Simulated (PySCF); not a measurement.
**Question.** What does the PBE0-D3(BJ)/def2-SVP structure of `C#CC1(C=C)CCCC1` look like in three dimensions?

**Answer.** 
```
atom  x, y, z in Å
C1     1.709    2.735    0.081
C2     1.056    1.716    0.037
C3     0.254    0.496   -0.018
C4     1.095   -0.741    0.207
C5     2.412   -0.783    0.403
C6    -0.527    0.376   -1.352
C7    -1.647   -0.624   -1.055
C8    -1.954   -0.469    0.452
C9    -0.920    0.528    0.996
H10    2.283    3.642    0.119
H11    0.530   -1.681    0.205
H12    2.924   -1.736    0.557
H13    3.016    0.129    0.416
H14    0.124    0.085   -2.190
H15   -0.947    1.367   -1.586
H16   -2.528   -0.443   -1.688
H17   -1.315   -1.650   -1.278
H18   -2.977   -0.104    0.629
H19   -1.883   -1.439    0.968
H20   -0.582    0.306    2.018
H21   -1.333    1.549    1.002
```

Any rigid rotation of these coordinates is as good. Atoms count from 1 in this order. Of the pairs four or more bonds apart, C2···H13 is among the closest relative to their van der Waals radii: 2.55 Å, 88 % of the sum of Bondi's values. The 9 C–C bonds span 1.211 Å (C1≡C2, drawn triple) to 1.552 Å (C3–C9, drawn single), a spread of 0.341 Å. The 5-membered ring C3–C6–C7–C8–C9 has internal angles of 100.5° to 106.1° (sum 522°, against 540° for a flat polygon); it is puckered, 0.19 Å rms from its mean plane, widest ring torsion 41°.

Bonds between heavy atoms (Å): C1≡C2 1.211, C2–C3 1.460, C3–C4 1.513, C4=C5 1.332, C3–C6 1.551, C6–C7 1.530, C7–C8 1.546, C8–C9 1.536, C3–C9 1.552.

Method: PBE0-D3(BJ)/def2-SVP geometry optimisation, gas phase (PySCF 2.14.0).

Point group: near Cs, missed by 0.21 Å at most; the miss may be what the optimiser left on a soft mode. PBE0-D3(BJ)/def2-SVP frequencies: not computed here. The numbers are those of one conformer (C2–C3–C4–C5 -2°, C2–C3–C6–C7 -160°, C3–C6–C7–C8 29°, C6–C7–C8–C9 -5°, C7–C8–C9–C3 -21°).
